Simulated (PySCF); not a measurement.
Coordinates in bohr (charge -1 multiplicity 1):
```
Sb    0.0000    0.0000    0.0000
O     0.0046    0.0000    3.5403
O     3.0637    0.0000   -1.7741
O    -3.0683    0.0000   -1.7662
```

All numbers come from PySCF, B3LYP, basis Sb def2-SVPD with ECP28, O def2-SVPD (scalar-relativistic core potentials, no spin–orbit coupling, density fitting).

This geometry of SbO₃⁻ is a stationary point at this level.

(1) What is the point group?

(2) Is it a minimum?

(3) List the harmonic modes with their infrared intensities.

(4) Give the atomic charges and bond orders.

Answers

(1) D3h.

(2) Yes: all harmonic wavenumbers are real.

(3) 
```json
{"symmetry": "a2''", "ω (cm⁻¹)": "187", "IR (km/mol, summed over degenerate members)": "60.4"}
{"symmetry": "e'", "ω (cm⁻¹)": "232", "IR (km/mol, summed over degenerate members)": "85.3"}
{"symmetry": "a1'", "ω (cm⁻¹)": "728", "IR (km/mol, summed over degenerate members)": "0.0"}
{"symmetry": "e'", "ω (cm⁻¹)": "773", "IR (km/mol, summed over degenerate members)": "282"}
```

(4) 
```
  atom  Mulliken  Löwdin  polar tensor  Mayer order to Sb1
   Sb1      2.12    1.59          1.44                   –
O2,3,4     -1.04   -0.86         -0.81                1.13
```

This need not be the most stable arrangement of these atoms. The lowest empty level of this anion is unbound, so it and the gap depend on the basis.
